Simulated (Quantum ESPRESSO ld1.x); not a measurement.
Results of a calculation; reference values are marked as such.
Question: Ta III, 71 electrons, occupied as [Xe] 4f14 5d3. Code: ld1.x of Quantum ESPRESSO 7.5. Model: scalar-relativistic Kohn-Sham, LDA (Slater exchange, Perdew-Zunger correlation), spin-polarised, spherical densities, point nucleus; open shells are filled with parallel spins first. Some entries of the table are withheld. Estimate them.

orbital  occ.  eigenvalue (hartree)  <1/r> (bohr^-1)
1s down     1              -2474.35            85.40
1s up       1              -2474.35            85.40
2s up       1              -425.637            19.95
2s down     1              -425.633            19.95
2p up       3              -373.207            18.14
2p down     3              -373.204            18.15
3s up       1              -97.9281            7.382
3s down     1              -97.9266            7.382
3p up       3              -82.3370            6.832
3p down     3              -82.3354            6.832
3d up       5              -64.1155            6.462
3d down     5              -64.1128            6.462
4s up       1              -20.3985            3.136
4s down     1              -20.3950            3.136
4p up       3              -15.2818            2.852
4p down     3              -15.2783            2.852
4d up       5              -8.73314            2.532
4d down     5              -8.72860            2.533
5s up       1              -3.28019            1.212
5s down     1              -3.24100            1.218
5p up       3              -2.04943            1.012
5p down     3              -1.99750            1.021
4f up       7              -1.49348              (1)
4f down     7              -1.48285              (2)
6s up       0              -0.71099           0.4477
5d up       3              -0.71083           0.6513
6s down     0              -0.64959           0.4354
5d down     0              -0.64201           0.6519
6p up       0                   (3)           0.3609
6p down     0                   (4)           0.3420

Answer: 
(1) 4f up <1/r> (bohr^-1): 2.000
(2) 4f down <1/r> (bohr^-1): 2.007
(3) 6p up eigenvalue (hartree): -0.48048
(4) 6p down eigenvalue (hartree): -0.43618
